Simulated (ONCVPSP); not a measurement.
# Building the ONCV potential for Li (Z = 3) (LDA (Perdew-Wang 92), scalar-relativistic).

Li (Z = 3), optimised norm-conserving Vanderbilt (ONCV), made with ONCVPSP 4.0.1 (LDA (Perdew-Wang 92), scalar-relativistic). Core none, reference 1s2 2s1. Waves: 1s+2s: rc 1.20 bohr, ncon 4, nbas 8, qcut 7.5 1/bohr, 3 projectors, debl 1.8 Ha; p scattering state at 0.23 Ha: rc 0.72 bohr, ncon 3, nbas 6, qcut 9.2 1/bohr, 2 projectors, debl 3.4 Ha; d scattering state at 0.02 Ha: rc 1.30 bohr, ncon 5, nbas 9, qcut 6.8 1/bohr, 1 projector. Local part: polynomial inside 0.72 bohr (lpopt 3, dvloc0 0 Ha). Core correction: none.

- Cutoffs needed: 28 Ha and 106 Ha (the cutoffs (Ha) at which the residual kinetic energy of the hardest occupied pseudo-wave falls to 1 and 0.1 mHa per electron)
- Ghost test: no bound ghost flagged; no localised positive-energy state flagged
- Largest excitation error: +1401 meV (all-electron minus pseudo) for 1s1 2s1, out of 4 test configurations
